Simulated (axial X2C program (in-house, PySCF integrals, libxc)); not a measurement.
## YI: from Re and ωe to a spectrum

A bond curve at the PBE0 level, two-component, was computed with an in-house relativistic program for diatomic molecules (basis I dyall-v3z [11s12p8d1f], Y dyall-v3z [11s12p9d4f2g] (cores contracted in-house)) for the state Ω = 0 (closed shell). Its fit gives Re = 2.7635 Å, ωe = 214.7 cm⁻¹, ωexe = 0.412 cm⁻¹ and αe = 1.152e-04 cm⁻¹; the masses are 126.9045 and 88.9058 u. Two-component means X2C with spin–orbit coupling and atomic mean-field Coulomb and Gaunt terms.

Find the reduced mass, Be and the force constant.

From the PBE0 values: μ = 52.2799 u. Be = 16.8576/(μ Re²) = 0.04222 cm⁻¹. k = 5.8918×10⁻⁷ μ ωe² = 1.42 mdyn/Å.

Estimate the centrifugal constant by the Kratzer relation.

D = 4Be³/ωe² = 6.53e-09 cm⁻¹.

Where do the fundamental and the first overtone lie?

ν(1←0) = ωe − 2ωexe = 213.9 cm⁻¹; ν(2←0) = 2ωe − 6ωexe = 426.9 cm⁻¹.

The dipole moment p changes by 4.01 D/Å at Re. What harmonic infrared intensity follows?

I = 42.256 × (dp/dR)²/μ = 13 km/mol.

A Morse curve ties αe to the other constants (Pekeris). How well does that hold?

αe(Morse) = 6Be²/ωe × (√(ωexe/Be) − 1) = 1.058e-04 cm⁻¹; the PBE0 curve gives 1.152e-04 cm⁻¹, a ratio of 0.92.

One determinant describes the state; a PBE0 search over occupations chose it and may have missed a lower one. Other states lie close and PBE0, whose exact exchange favours high spin, may order them wrongly; the determinant shown need not be the ground state. The nearest other 2c determinant of the search, Ω = 1, lies 0.37 eV up at the distance of the search.
